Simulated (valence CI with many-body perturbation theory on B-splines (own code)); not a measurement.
Results of a calculation; reference values are marked as such.
**Al7+: configurations and terms from energies and g**

Method: configuration interaction combined with many-body perturbation theory (CI+MBPT): four valence electrons over a frozen Dirac-Fock core [He], radial functions for each j: 11 s, 11 p, 9 d, 7 f, 5 g, 2 h, 1 i, with the one-electron correlation potential Σ1, the two-electron term Σ2, the three-electron term Σ3, Breit, model QED; selected CI, second order for the rest, scaled by the run's own slope (own B-spline code, finite nucleus).

No measured spectrum was set against this ion. As an estimate, levels hold to about 100 cm⁻¹ or 0.05 % of their energy and the worst to 300 or 400 cm⁻¹, as in measured light ions of charge 2 to 7. Among the levels kept, up to 270 cm⁻¹ of a level comes from second order outside the variational space, and about a tenth of that is noise between levels of different J, which matters for small intervals.

| No. | J | Parity | E (eV) | g |
| --- | --- | --- | --- | --- |
| 2 | 1 | even | 0.212 | 1.500 |
| 3 | 2 | even | 0.547 | 1.499 |
| 4 | 2 | even | 5.807 | 1.001 |
| 6 | 2 | odd | 16.566 | 2.001 |
| 7 | 3 | odd | 32.507 | 1.333 |
| 8 | 2 | odd | 32.520 | 1.167 |
| 9 | 1 | odd | 32.532 | 0.500 |
| 10 | 1 | odd | 38.333 | 1.499 |
| 11 | 2 | odd | 38.338 | 1.499 |
| 13 | 2 | odd | 49.256 | 1.000 |
| 14 | 1 | odd | 50.143 | 1.998 |
| 15 | 1 | odd | 55.160 | 1.003 |
| 16 | 2 | even | 75.405 | 1.499 |
| 17 | 1 | even | 75.793 | 1.500 |

Energies count from the lowest level. Strongly mixed levels and levels close to another of their J and parity, and those with J = 0 are left out, so the numbers can have gaps.

(1) Give configuration and LS term of each level.

## Answers

(1) 2: 2s2 2p2 3P; 3: 2s2 2p2 3P; 4: 2s2 2p2 1D; 6: 2s 2p3 5S°; 7: 2s 2p3 3D°; 8: 2s 2p3 3D°; 9: 2s 2p3 3D°; 10: 2s 2p3 3P°; 11: 2s 2p3 3P°; 13: 2s 2p3 1D°; 14: 2s 2p3 3S°; 15: 2s 2p3 1P°; 16: 2p4 3P; 17: 2p4 3P.
